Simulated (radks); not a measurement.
Results of a calculation; reference values are marked as such.
Species: neutral niobium. Configuration: [Kr] 5s2 5p3 (not the ground configuration).

Code: a radial shooting solver on a logarithmic mesh with Libxc functionals. Model: non-relativistic Kohn-Sham, PBE, spin-polarised, spherical densities, point nucleus; open shells are filled with parallel spins first (spin-orbit coupling, left out, can overturn this in heavy ions); relativity is left out, which matters for an element this heavy.

Energy parts (eV):
| part | energy |
|---|---|
| total | -102159.589 |
| kinetic | 102111.082 |
| electron-nucleus | -242669.294 |
| Hartree | 41553.126 |
| exchange-correlation | -3154.502 |

Orbitals (lengths in bohr, moments of r in powers of bohr):
1s up: occ. 1; eigenvalue (eV) -18376.93; <r> 0.03720; <r^4> 8.698e-06; <1/r> 40.49; <r^2> 0.001852
1s down: occ. 1; eigenvalue (eV) -18376.88; <r> 0.03720; <r^4> 8.698e-06; <1/r> 40.49; <r^2> 0.001852
2s up: occ. 1; eigenvalue (eV) -2545.055; <r> 0.1629; <r^4> 0.001665; <1/r> 9.106; <r^2> 0.03121
2s down: occ. 1; eigenvalue (eV) -2545.026; <r> 0.1629; <r^4> 0.001665; <1/r> 9.106; <r^2> 0.03121
2p up: occ. 3; eigenvalue (eV) -2339.828; <r> 0.1398; <r^4> 0.001122; <1/r> 9.097; <r^2> 0.02381
2p down: occ. 3; eigenvalue (eV) -2339.779; <r> 0.1398; <r^4> 0.001122; <1/r> 9.097; <r^2> 0.02381
3s up: occ. 1; eigenvalue (eV) -438.0461; <r> 0.4548; <r^4> 0.08689; <1/r> 3.138; <r^2> 0.2369
3s down: occ. 1; eigenvalue (eV) -437.9874; <r> 0.4548; <r^4> 0.08685; <1/r> 3.138; <r^2> 0.2368
3p up: occ. 3; eigenvalue (eV) -360.0814; <r> 0.4507; <r^4> 0.09125; <1/r> 3.044; <r^2> 0.2363
3p down: occ. 3; eigenvalue (eV) -360.0142; <r> 0.4507; <r^4> 0.09119; <1/r> 3.044; <r^2> 0.2363
3d up: occ. 5; eigenvalue (eV) -217.7026; <r> 0.4317; <r^4> 0.09818; <1/r> 2.858; <r^2> 0.2245
3d down: occ. 5; eigenvalue (eV) -217.6318; <r> 0.4316; <r^4> 0.09807; <1/r> 2.858; <r^2> 0.2244
4s up: occ. 1; eigenvalue (eV) -71.4472; <r> 1.157; <r^4> 3.413; <1/r> 1.168; <r^2> 1.512
4s down: occ. 1; eigenvalue (eV) -71.2529; <r> 1.158; <r^4> 3.410; <1/r> 1.167; <r^2> 1.514
4p up: occ. 3; eigenvalue (eV) -49.1556; <r> 1.258; <r^4> 5.055; <1/r> 1.063; <r^2> 1.804
4p down: occ. 3; eigenvalue (eV) -48.9792; <r> 1.257; <r^4> 5.003; <1/r> 1.063; <r^2> 1.800
5s up: occ. 1; eigenvalue (eV) -9.2299; <r> 3.042; <r^4> 161.2; <1/r> 0.4216; <r^2> 10.40
5s down: occ. 1; eigenvalue (eV) -7.6867; <r> 3.012; <r^4> 161.8; <1/r> 0.4315; <r^2> 10.27
5p up: occ. 3; eigenvalue (eV) -4.7608; <r> 3.642; <r^4> 355.0; <1/r> 0.3506; <r^2> 15.05
5p down: occ. 0; eigenvalue (eV) -3.1351; <r> 3.750; <r^4> 433.0; <1/r> 0.3453; <r^2> 16.17

The highest occupied level is 5p up at -4.761 eV. Summed over all electrons, <r^2> = 84.01 bohr^2, which gives a Langevin (diamagnetic) susceptibility term of -66.5 x 10^-6 cm^3/mol. The density falls to 0.001 e/bohr^3 at r = 5.37 bohr. The electron density at the nucleus is 4.803e+04 e/bohr^3. The spin density at the nucleus is -0.6465 e/bohr^3 (1s -0.0764, 2s 0.0141, 3s 0.0097, 4s 0.1552, 5s -0.7491).
